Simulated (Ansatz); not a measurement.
This triplet is an excited state, 1.86 eV above the relaxed singlet at the level frozen-core CCSD(T)/cc-pVTZ // PBE0-D3(BJ)/def2-SVP (Ansatz, a quantum-chemistry and plane-wave program).

Calculation: PBE0-D3(BJ)/def2-SVP (Ansatz). No frequencies were computed at this level.

Ansatz 0.2 input:
```yaml
crystal:
  periodic: [false, false, false]
  atoms:
    - { symbol: C, position_ang: [-1.021194, -0.049392, -0.000965] }
    - { symbol: Si, position_ang: [0.592437, 0.983685, -0.072145] }
    - { symbol: O, position_ang: [1.966873, 0.166299, 0.334541] }
    - { symbol: H, position_ang: [-1.878324, 0.592659, -0.15599] }
    - { symbol: H, position_ang: [-1.014871, -0.817754, -0.769115] }
    - { symbol: H, position_ang: [-1.108607, -0.528871, 0.969765] }
    - { symbol: H, position_ang: [2.463686, -0.346626, -0.306092] }
basis:
  gaussian: { orbitals: def2-svp }
hamiltonian:
  xc: pbe0
  dispersion: d3bj
relax:
  max_steps: 150
magnetization:
  spin_polarized: true
  initial_magnetization: 2
```

Output:

```
Functional definition: PBE0
690 factors; integrals over basis functions are off by at most 4.2e-4 eV
mean field evaluation 1: about -11006.3427 eV, gradient 4.1e1 eV
mean field evaluation 2: about -10997.2175 eV, gradient 6.1e1 eV
mean field evaluation 4: about -11013.2515 eV, gradient 3.0e0 eV
mean field evaluation 8: about -11013.3063 eV, gradient 1.3e-1 eV
mean field evaluation 16: about -11013.3065 eV, gradient 6.1e-5 eV
mean field -11013.30649228 eV, -404.7315485039 hartree, gradient 6.1e-5 eV, S^2 2.002109; 0 other end points of the search recorded, 0 dependent functions left out
reference -11013.30651688 eV, -404.7315494081 hartree; 17, 15 occupied and 49, 51 virtual orbitals, 690 factors
relax step   1: F+E_penalty+E_count = -11013.40159421 eV  Δ(F+E_penalty+E_count) = +0.000e0 eV  max|allowed force component| = 7.492e-1 eV/Å  Δτ_max = 0.0000 Å  (27 SCF iters, accepted)
these checks for a lower state are left out or cut short: starts, cluster_reference, orbital_swaps, neighbouring_geometries, increment
690 factors; integrals over basis functions are off by at most 4.1e-4 eV
mean field -11013.33747002 eV, -404.7326869149 hartree, gradient 1.1e-5 eV, S^2 2.002103; 0 other end points of the search recorded, 0 dependent functions left out
reference -11013.33749481 eV, -404.7326878262 hartree; 17, 15 occupied and 49, 51 virtual orbitals, 690 factors
relax step   2: F+E_penalty+E_count = -11013.43205948 eV  Δ(F+E_penalty+E_count) = -3.047e-2 eV  max|allowed force component| = 9.929e-1 eV/Å  Δτ_max = 0.1327 Å  (29 SCF iters, accepted)
these checks for a lower state are left out or cut short: starts, cluster_reference, orbital_swaps, neighbouring_geometries, increment
690 factors; integrals over basis functions are off by at most 4.1e-4 eV
mean field -11013.35299552 eV, -404.7332574665 hartree, gradient 2.7e-5 eV, S^2 2.002099; 0 other end points of the search recorded, 0 dependent functions left out
reference -11013.35302023 eV, -404.7332583747 hartree; 17, 15 occupied and 49, 51 virtual orbitals, 690 factors
relax step   3: F+E_penalty+E_count = -11013.44746238 eV  Δ(F+E_penalty+E_count) = -1.540e-2 eV  max|allowed force component| = 2.924e-1 eV/Å  Δτ_max = 0.0201 Å  (27 SCF iters, accepted)
these checks for a lower state are left out or cut short: starts, cluster_reference, orbital_swaps, neighbouring_geometries, increment
690 factors; integrals over basis functions are off by at most 4.1e-4 eV
mean field evaluation 32: about -11013.3581 eV, gradient 3.2e-2 eV
mean field -11013.35809853 eV, -404.7334449987 hartree, gradient 2.6e-5 eV, S^2 2.002097; 0 other end points of the search recorded, 0 dependent functions left out
reference -11013.35812322 eV, -404.7334459061 hartree; 17, 15 occupied and 49, 51 virtual orbitals, 690 factors
relax step   4: F+E_penalty+E_count = -11013.45254905 eV  Δ(F+E_penalty+E_count) = -5.087e-3 eV  max|allowed force component| = 1.556e-1 eV/Å  Δτ_max = 0.0193 Å  (28 SCF iters, accepted)
these checks for a lower state are left out or cut short: starts, cluster_reference, orbital_swaps, neighbouring_geometries, increment
690 factors; integrals over basis functions are off by at most 4.1e-4 eV
mean field -11013.36049598 eV, -404.7335331033 hartree, gradient 2.6e-5 eV, S^2 2.002105; 0 other end points of the search recorded, 0 dependent functions left out
reference -11013.36052067 eV, -404.7335340108 hartree; 17, 15 occupied and 49, 51 virtual orbitals, 690 factors
relax step   5: F+E_penalty+E_count = -11013.45498683 eV  Δ(F+E_penalty+E_count) = -2.438e-3 eV  max|allowed force component| = 2.848e-2 eV/Å  Δτ_max = 0.0314 Å  (27 SCF iters, accepted)
these checks for a lower state are left out or cut short: starts, cluster_reference, orbital_swaps, neighbouring_geometries, increment
690 factors; integrals over basis functions are off by at most 4.1e-4 eV
mean field -11013.36050264 eV, -404.7335333483 hartree, gradient 2.6e-5 eV, S^2 2.002105; 0 other end points of the search recorded, 0 dependent functions left out
reference -11013.36052732 eV, -404.7335342550 hartree; 17, 15 occupied and 49, 51 virtual orbitals, 690 factors
relax step   6: F+E_penalty+E_count = -11013.45505248 eV  Δ(F+E_penalty+E_count) = -6.564e-5 eV  max|allowed force component| = 1.757e-2 eV/Å  Δτ_max = 0.0066 Å  (25 SCF iters, accepted)
these checks for a lower state are left out or cut short: starts, cluster_reference, orbital_swaps, neighbouring_geometries, increment
690 factors; integrals over basis functions are off by at most 4.1e-4 eV
mean field -11013.36055769 eV, -404.7335353714 hartree, gradient 2.5e-5 eV, S^2 2.002104; 0 other end points of the search recorded, 0 dependent functions left out
reference -11013.36058237 eV, -404.7335362782 hartree; 17, 15 occupied and 49, 51 virtual orbitals, 690 factors
relax step   7: F+E_penalty+E_count = -11013.45510295 eV  Δ(F+E_penalty+E_count) = -5.048e-5 eV  max|allowed force component| = 9.115e-3 eV/Å  Δτ_max = 0.0042 Å  (24 SCF iters, accepted)
these checks for a lower state are left out or cut short: starts, cluster_reference, orbital_swaps, neighbouring_geometries, increment
690 factors; integrals over basis functions are off by at most 4.1e-4 eV
mean field -11013.36059635 eV, -404.7335367919 hartree, gradient 1.7e-5 eV, S^2 2.002104; 0 other end points of the search recorded, 0 dependent functions left out
reference -11013.36062102 eV, -404.7335376985 hartree; 17, 15 occupied and 49, 51 virtual orbitals, 690 factors
relax step   8: F+E_penalty+E_count = -11013.45513264 eV  Δ(F+E_penalty+E_count) = -2.969e-5 eV  max|allowed force component| = 3.061e-3 eV/Å  Δτ_max = 0.0059 Å  (24 SCF iters, accepted)
690 factors; integrals over basis functions are off by at most 4.1e-4 eV
mean field evaluation 64: about -11013.3518 eV, gradient 4.3e-1 eV
mean field -11013.36059635 eV, -404.7335367919 hartree, gradient 1.7e-5 eV, S^2 2.002104; 1 other end points of the search recorded, 0 dependent functions left out
reference -11013.36062102 eV, -404.7335376985 hartree; 17, 15 occupied and 49, 51 virtual orbitals, 690 factors
Total energy: -11013.45515731 eV, -404.7370118431 hartree
Atom 0 at    -1.033822    -0.059376     0.004752 Å, force    -0.001370    -0.002588     0.001425 eV/Å
Atom 1 at     0.597140     0.915368    -0.036003 Å, force     0.003061     0.002426     0.000383 eV/Å
Atom 2 at     2.003163     0.085531     0.370922 Å, force    -0.002381     0.000650     0.001216 eV/Å
Atom 3 at    -1.861069     0.633755    -0.208443 Å, force     0.001613     0.000013    -0.000089 eV/Å
Atom 4 at    -1.036567    -0.859606    -0.751443 Å, force     0.000181    -0.000998    -0.002209 eV/Å
Atom 5 at    -1.186899    -0.495860     1.004007 Å, force    -0.001904     0.000911     0.001488 eV/Å
Atom 6 at     2.518054    -0.219811    -0.383793 Å, force     0.000800    -0.000414    -0.002213 eV/Å
Dipole moment:    -0.098935    -0.139452    -0.267338 e Å
```

Cost: roughly 17 core-seconds.
